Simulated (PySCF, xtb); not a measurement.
Sn(iPr)(OH)3 (C₃H₁₀O₃Sn), SMILES C[CH](C)[Sn]([OH])([OH])[OH].

GFN2-xTB (xtb) at its own geometry gives an orbital gap of 3.56 eV and a dipole moment of 3.41 D.

Geometry: B3LYP-D3(BJ)/def2-SVP. The isomer is the one that the SMILES or the coordinates give; other isomers of the formula were not compared. The def2 effective core potentials stand for the cores of Sn; spin–orbit coupling is left out. Other conformers were not sampled.

Q: What does PySCF with B3LYP/def2-TZVP give? (The exact figures need the calculation; the answer reports its results.)

A: gap 6.27 eV (levels -7.61 and -1.34 eV), dipole 1.08 D.
